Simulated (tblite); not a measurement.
Species: C4H9FO2Si2.
Numbering: `[O:1]=[C:2]([OH:3])[SiH2:4][CH2:5]/[C:6]([SiH3:7])=[CH:8]\[F:9]` (hydrogens: H10 on O3; H11, H12 on Si4; H13, H14 on C5; H15, H16, H17 on Si7; H18 on C8)

Computed geometry: GFN2-xTB, gas phase.

What internal coordinates does the optimisation give?

| bond | length (Å) | order |
| --- | --- | --- |
| O1=C2 | 1.206 | double |
| C2–O3 | 1.338 | single |
| C2–Si4 | 1.920 | single |
| Si4–C5 | 1.905 | single |
| C5–C6 | 1.496 | single |
| C6–Si7 | 1.883 | single |
| C6=C8 | 1.324 | double |
| C8–F9 | 1.355 | single |
| O3–H10 | 0.974 | single |
| Si4–H11, Si4–H12 | 1.465 | single |
| C5–H13, C5–H14 | 1.092 | single |
| Si7–H15, Si7–H16, Si7–H17 | 1.464 | single |
| C8–H18 | 1.079 | single |

Bonds in one row agree within 0.01 Å and their mean is given. Orders are formal, as drawn. A selection of angles:
| angle | degrees |
| --- | --- |
| O1–C2–O3 | 121.9 |
| O1–C2–Si4 | 126.8 |
| O3–C2–Si4 | 111.3 |
| C2–Si4–C5 | 106.7 |
| Si4–C5–C6 | 111.7 |
| C5–C6–Si7 | 118.6 |
| C5–C6–C8 | 120.9 |
| Si7–C6–C8 | 120.5 |
| C6–C8–F9 | 122.3 |
| H10–O3–C2 | 111.1 |

Dihedral angles: O1–C2–Si4–C5 22° (synperiplanar); C2–Si4–C5–C6 -164° (antiperiplanar); Si4–C5–C6–Si7 100° (anticlinal); C5–C6–C8–F9 0° (synperiplanar); H10–O3–C2–O1 0° (synperiplanar). The mirror-image conformer, all signs reversed, is as good.

Of the pairs four or more bonds apart, F9···H14 is among the closest relative to their van der Waals radii: 2.58 Å, 97 % of the sum of Bondi's values. Si7 (SiH3 silicon) is tetrahedral (angles from 108.4° to 110.6°). Si4 (SiH2 silicon) is distorted tetrahedral (angles from 106.5° to 114.1°). The C–Si distances run from 1.883 Å (C6–Si7, drawn single) to 1.920 Å (C2–Si4, drawn single), a spread of 0.037 Å. The C–C distances run from 1.324 Å (C6=C8, drawn double) to 1.496 Å (C5–C6, drawn single), a spread of 0.172 Å. The C–O distances run from 1.206 Å (O1=C2, drawn double) to 1.338 Å (C2–O3, drawn single), a spread of 0.132 Å.

Point group: C1 (no symmetry element, even within 0.4 Å). Its GFN2-xTB frequencies are all real (lowest 18 cm⁻¹). The numbers are those of one conformer (O1–C2–O3–H 0°, O1–C2–Si4–C5 22°, C2–Si4–C5–C6 -164°, Si4–C5–C6–Si7 100°). 3 starts were optimised and ended at 0.00, 0.48 and 0.84 kcal/mol (GFN2-xTB); the lowest of these is shown.
